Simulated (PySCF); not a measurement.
Gas-phase reaction: SnF₄ + 2 FO ⇌ SnO₂ + 3 F₂

Method: PySCF energies plus ideal-gas RRHO corrections (1 bar). † marks an energy on the PBE0/def2-TZVP geometry and frequencies; other levels use their own. MP2 freezes the core. Open shells (unrestricted): FO (multiplicity 2, electronic degeneracy 4); the rest are closed-shell singlets. Spin-orbit splitting is ignored; it lowers the true energy and changes the entropy of FO. Sn: scalar-relativistic def2 core potential, no spin-orbit coupling. SnO₂: computed as isolated molecules; such fragments, hydroxides, amides, oligomers or adducts are transient or little studied in the gas. MP2 isn't extrapolated to the basis-set limit; its ΔH°(298 K) is 891.4 kJ in def2-SVP and 833.2 kJ in def2-TZVPP. The harmonic model lacks anharmonicity and excited electronic states, which grow with temperature; levels with a mode under 35 cm⁻¹ are left out.

| level | ΔE electronic, kJ | ΔH°(298 K), kJ | ΔS°(298 K), J/K | ΔG°(2000 K), kJ |
|---|---|---|---|---|
| HF/def2-TZVP† | 1267 | 1265 | 103 | 1077 |
| M06-2X/def2-TZVP† | 980 | 978 | 103 | 790 |
| MP2/def2-SVP† | 893 | 891 | 103 | 703 |
| MP2/def2-TZVPP† | 835 | 833 | 103 | 645 |
| PBE0/def2-SVP† | 924 | 922 | 103 | 734 |
| PBE0/def2-TZVP | 924 | 923 | 103 | 734 |
| r2SCAN/def2-TZVP† | 916 | 915 | 103 | 726 |
| LDA/def2-TZVP† | 825 | 824 | 103 | 635 |
ΔH° is lowest at LDA/def2-TZVP† and highest at HF/def2-TZVP†. No reference value is set beside these.
